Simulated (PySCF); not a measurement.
SMILES C[Si](C)(C)C[SiH2]O[SiH3] (C4H16OSi3) at its GFN2-xTB optimised geometry (Å):

```
24

C     -0.9184    -2.5954    -1.5162
Si    -0.2804    -1.6330     0.0000
C      1.6271    -1.6330     0.0000
C     -0.8998    -2.5014     1.5880
C     -0.9375     0.1647     0.0000
Si    -0.2835     1.3179    -1.3540
O     -0.6370     0.7254    -2.8240
Si    -1.5180     0.2339    -4.0851
H     -0.5762    -3.6263    -1.5091
H     -0.5716    -2.1363    -2.4361
H     -2.0036    -2.6113    -1.5495
H      2.0258    -2.6386     0.0963
H      2.0244    -1.0441     0.8213
H      2.0141    -1.2118    -0.9223
H     -1.9843    -2.5131     1.6399
H     -0.5610    -3.5318     1.6314
H     -0.5364    -2.0017     2.4808
H     -2.0258     0.1326    -0.0646
H     -0.7097     0.6187     0.9638
H     -0.9178     2.6386    -1.2656
H      1.1750     1.4242    -1.3654
H     -1.8322     1.4149    -4.8882
H     -0.6559    -0.7054    -4.8004
H     -2.7392    -0.4060    -3.5946
```

Level of theory: PBE/def2-SVP run with PySCF 2.14.0.

Map of the log10 of the electron density (e/bohr³), floored at −4 on the plane z = 0.8 Å:

```
|                           |
|                           |
|                           |
|                           |
|                           |
|                           |
|          ....             |
|        ..::::.            |
|       .:--=--:.           |
|      .:-=+++=-:.          |
|     .:-=*###*=:.          |
|     :-=+#%@%*+-:..        |
|    .:=+*#@@%#+-::::.      |
|    .-=+*#%%%*+=====-:     |
|     :=+**###*+++***+-:    |
|     .-=+**##****%@%*=:    |
|     .:-=+*###*##%@@#+-.   |
|     .-=+*#%%###%%@%*=-.   |
|     :-+*#%%%%###%%#*=:.   |
|    .:=+*#%@%##**###+=:    |
|    .:=+*#%%%#*++*#*+-:    |
|     :-++*###*+==+*+=-.    |
|     .:-=+***+=--===-:     |
|      .:-=++++-:::::.      |
|       .:-===-:.           |
|         .::::.            |
|           ..              |
```
Scale: ten equal steps from -4.00 (start of ' ') to -0.520 (end of '@'), in the order ' .:-=+*#%@'; x runs from -5.00 to 5.00, y from -5.00 (bottom) to 5.00 (top).
